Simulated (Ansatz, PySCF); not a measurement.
Gas-phase reaction (SMILES): CB(C)O [dimethylborinic acid] + 3 [H][H] (H2) → B (BH3) + 2 C (CH4) + O (H2O); energy of full hydrogenation.

Each molecule is optimised on its own at B3LYP-D3(BJ)/def2-TZVP (Ansatz, an electronic-structure program), one conformer each, not searched for the lowest. Correlated levels leave the core frozen unless marked. Spin-orbit coupling is left out. No relativistic terms. CBS(X,Y): correlation extrapolated as X^-3; Hartree-Fock from the larger set. Thermal terms are rigid-rotor harmonic-oscillator values from B3LYP-D3(BJ) frequencies (PySCF) at 298.15 K and 1 atm. 1 Eh = 627.5095 kcal/mol.

```json
[
 {"species": "CB(C)O", "E, CCSD(T)/CBS(cc-pVTZ,cc-pVQZ) (Ansatz) (Eh)": "-180.35174", "E, B3LYP-D3(BJ)/def2-TZVPD (Ansatz + dftd3) (Eh)": "-180.66678", "H - E (Eh)": "0.09892", "G - E (Eh)": "0.06308"},
 {"species": "[H][H] (H2)", "E, CCSD(T)/CBS(cc-pVTZ,cc-pVQZ) (Ansatz) (Eh)": "-1.17450", "E, B3LYP-D3(BJ)/def2-TZVPD (Ansatz + dftd3) (Eh)": "-1.17983", "H - E (Eh)": "0.01336", "G - E (Eh)": "-0.00144"},
 {"species": "B (BH3)", "E, CCSD(T)/CBS(cc-pVTZ,cc-pVQZ) (Ansatz) (Eh)": "-26.54901", "E, B3LYP-D3(BJ)/def2-TZVPD (Ansatz + dftd3) (Eh)": "-26.62529", "H - E (Eh)": "0.03008", "G - E (Eh)": "0.00872"},
 {"species": "C (CH4)", "E, CCSD(T)/CBS(cc-pVTZ,cc-pVQZ) (Ansatz) (Eh)": "-40.45816", "E, B3LYP-D3(BJ)/def2-TZVPD (Ansatz + dftd3) (Eh)": "-40.53958", "H - E (Eh)": "0.04840", "G - E (Eh)": "0.02728"},
 {"species": "O (H2O)", "E, CCSD(T)/CBS(cc-pVTZ,cc-pVQZ) (Ansatz) (Eh)": "-76.37426", "E, B3LYP-D3(BJ)/def2-TZVPD (Ansatz + dftd3) (Eh)": "-76.46738", "H - E (Eh)": "0.02495", "G - E (Eh)": "0.00353"}
]
```

**Question.** Work out ΔE and ΔH, ΔG, ΔS and the equilibrium constant at 298.15 K at the first level, then ΔH at the second.

**Answer.** 
1. ΔE = [(-26.54901) + 2×(-40.45816) + (-76.37426)] - [(-180.35174) + 3×(-1.17450)] = 0.03565 Eh = 22.4 kcal/mol at CCSD(T)/CBS(cc-pVTZ,cc-pVQZ).
2. The terms H - E add up to 0.01283 Eh, so ΔH = (0.03565 + (0.01283))×627.5095 = 30.4 kcal/mol.
3. The terms G - E add up to 0.00805 Eh, so ΔG = 27.4 kcal/mol, and ΔS = (0.01283 - (0.00805))×627509.5/298.15 = 10.1 cal/(mol K).
4. log10 K = -ΔG/(RT ln 10) = -20.1, with RT ln 10 = 1.3642 kcal/mol.
5. At B3LYP-D3(BJ)/def2-TZVPD the same steps give ΔE = 21.6 and ΔH = 29.7 kcal/mol, a shift of -0.7 from the first level.
6. These values are not checked against measurement here, since the tables used lack a sound gas-phase enthalpy of formation for at least one species.
